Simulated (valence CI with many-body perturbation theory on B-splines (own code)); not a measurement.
## E1 line list for Tc XIII

Calculated by valence CI with perturbative core correlation (CI+MBPT): three valence electrons over a frozen Dirac-Fock core [Ar] 3d10, a basis of 11 s, 11 p, 10 d, 8 f, 5 g, 2 h functions for each j, with the one-electron correlation potential Σ1 (screened to all orders), the two-electron term Σ2, the three-electron term Σ3, Breit, model QED; selected single and double excitations, second order for the rest, scaled by the run's own slope (own B-spline code, finite nucleus).

No measured levels were compared; by estimate levels hold to about 250 cm⁻¹ or 0.2 % of their energy and the worst to 1 %, as in measured heavy ions of charge 2 to 7; those with d or f electrons hold less well.

Lines 51 to 100 of 538 in falling wavelength, among levels below 172.41 eV, chosen from the strongest by gf and those to the six lowest levels. Wavelengths and rates use the calculated energies, so an error of 1000 cm⁻¹ moves a line at 52.02 nm by 0.52 % and its rate by three times that or more. Electric multipoles are in the length gauge, E1 and E2 with the static RPA response of the core. Weak lines are less certain than strong ones. Lines between different terms over intervals too small for the method are left out, as are lines whose strength nearly cancels. Where a level lies close to another of its J and parity, the split of strength between their lines is uncertain. The highest levels of a list are the least certain.

Names give the largest LS component (configuration and term), which can be under half, so a name can repeat, a term be missing and a line seem to break the LS rules; names also repeat where a configuration has a term twice. Letters in brackets count levels of one name in rising energy.

```csv
λ vac (nm),Upper,Lower,A (s⁻¹),log gf,Branch %
52.02,4p³ ²D°_5/2,4s4p² ²P_3/2,1.82e+09,-0.35,17.0
51.82,4p²4f ²H°_11/2,4s4p4f ²G_9/2 [b],9.49e+08,-0.34,8.6
49.32,4p²4d ²G_7/2,4s4p4d ²F°_5/2 [b],1.48e+09,-0.36,11.3
47.81,4p²5s ²D_5/2,4s4p5s ²P°_3/2 [b],3.35e+09,-0.16,3.1
47.42,4s4p² ⁴P_5/2,4s²4p ²P°_3/2,2.86e+08,-1.24,100.0
46.88,4s4p² ⁴P_1/2,4s²4p ²P°_1/2,2.66e+08,-1.76,86.8
46.58,4p²4f ²G°_7/2 [b],4s4p4f ²F_5/2 [b],1.34e+09,-0.46,1.9
45.42,4p²4d ²G_9/2,4s4p4d ²F°_7/2 [b],2.15e+09,-0.18,21.8
44.12,4p²4d ²F_7/2 [b],4s4p4d ²D°_5/2,1.66e+09,-0.41,1.4
41.85,4s²6p ²P°_1/2,4s²5d ²D_3/2,1.96e+10,0.01,40.8
41.80,4p²4f ²G°_7/2 [a],4s4p4f ²G_7/2 [a],1.92e+09,-0.40,7.0
41.79,4p4d² ⁴G°_7/2,4s4p4f ⁴G_7/2,1.94e+09,-0.39,20.0
41.69,4p4d² ⁴G°_5/2,4s4p4f ⁴F_3/2,2.55e+09,-0.40,27.0
41.59,4p²4d ²F_7/2 [a],4s4p4d ⁴D°_5/2,2.02e+09,-0.38,19.6
41.58,4p²4d ²G_9/2,4s4p4d ²F°_7/2 [a],2.17e+09,-0.25,22.0
41.00,4p4d² ⁴G°_9/2 [b],4s4p4f ⁴G_9/2,1.64e+09,-0.38,17.8
40.99,4p4d² ⁴G°_11/2,4s4p4f ⁴G_11/2,1.87e+09,-0.25,18.9
40.47,4p³ ²P°_3/2,4s4p² ²P_3/2,6.85e+09,-0.17,27.8
40.46,4p³ ⁴S°_3/2 [a],4s4p² ²D_3/2,1.70e+09,-0.78,6.6
40.16,4p²4d ⁴F_9/2,4s4p4d ⁴D°_7/2,2.12e+09,-0.29,16.3
40.10,4p²4d ⁴F_5/2,4s4p4d ⁴D°_3/2,2.57e+09,-0.43,17.2
39.30,4p4d² ⁴G°_7/2,4s4p4f ⁴G_5/2 [a],2.37e+09,-0.36,24.3
38.81,4p²4f ²H°_11/2,4s4p4f ²G_9/2 [a],2.31e+09,-0.20,21.1
38.61,4p³ ²D°_5/2,4s4p² ²D_5/2,6.25e+09,-0.08,58.5
38.52,4s4p² ²D_5/2,4s²4p ²P°_3/2,3.56e+09,-0.32,100.0
38.29,4p²4d ²F_7/2 [b],4s4p4d ²F°_7/2 [b],3.40e+09,-0.22,2.8
38.19,4p²4f ²G°_7/2 [a],4s4p4f ⁴F_9/2,2.07e+09,-0.44,7.6
38.11,4p²4d ²D_5/2 [c],4s4p4d ²D°_5/2,4.89e+09,-0.19,4.2
38.03,4p4d² ⁴F°_9/2,4s4d² ⁴F_7/2,2.21e+09,-0.32,1.8
37.95,4s4p4f ²G_7/2 [b],4s²4f ²F°_5/2,2.27e+09,-0.41,2.4
37.91,4p4d² ⁴G°_9/2 [a],4s4p4f ⁴F_7/2,2.43e+09,-0.28,20.4
37.86,4s4p4f ²G_7/2 [b],4s²4f ²F°_7/2,3.87e+09,-0.18,4.1
37.86,4p²4f ⁴G°_11/2,4s4d² ⁴F_9/2,4.57e+09,0.07,4.1
37.75,4p³ ⁴S°_3/2 [b],4s4p² ²D_3/2,2.25e+09,-0.72,8.3
37.66,4s4p4f ²F_5/2 [b],4s²4f ²F°_5/2,4.81e+09,-0.21,6.4
37.59,4s²5d ²D_3/2,4s²4f ²F°_5/2,7.27e+09,-0.21,16.0
37.48,4p²4f ²G°_9/2,4s4p4f ⁴D_7/2,2.47e+09,-0.28,3.4
37.45,4p²4f ²G°_9/2,4s4p4f ⁴G_11/2,2.94e+09,-0.21,4.0
37.35,4p³ ²D°_5/2,4s4p² ²D_3/2,1.29e+09,-0.79,12.1
37.33,4p²4f ²H°_11/2,4s4p4f ⁴G_9/2,1.67e+09,-0.38,15.2
37.28,4p²4d ⁴F_7/2,4s4p4d ⁴P°_5/2 [a],4.56e+09,-0.12,31.2
37.17,4s²5d ²D_5/2,4s²4f ²F°_7/2,7.03e+09,-0.06,15.5
37.10,4s4p4d ²F°_7/2 [a],4s²4d ²D_5/2,4.04e+09,-0.18,13.4
37.01,4p²4d ⁴F_7/2,4s4p4d ⁴F°_9/2,5.52e+09,-0.04,37.8
36.88,4s4d² ²F_7/2 [a],4s²4f ²F°_5/2,2.98e+09,-0.31,3.5
36.68,4p4d² ⁴G°_11/2,4s4p4f ⁴F_9/2,5.47e+09,0.12,55.1
36.65,4p²4d ⁴F_5/2,4s4p4d ⁴F°_7/2,5.56e+09,-0.17,37.3
36.32,4p²4d ⁴F_3/2,4s4p4d ⁴F°_5/2,5.59e+09,-0.35,31.5
36.16,4p²5s ⁴P_3/2,4s4p5s ⁴P°_5/2,1.04e+10,-0.09,11.0
36.14,4p²4f ⁴G°_7/2,4s4p4f ⁴G_9/2,2.79e+09,-0.36,2.8
```

How does gf follow from A for the line at 38.29 nm?

gf = 1.4992 × (2J+1)_upper × A / σ², with σ = 261138 cm⁻¹ and 2J+1 = 8: gf = 0.598.
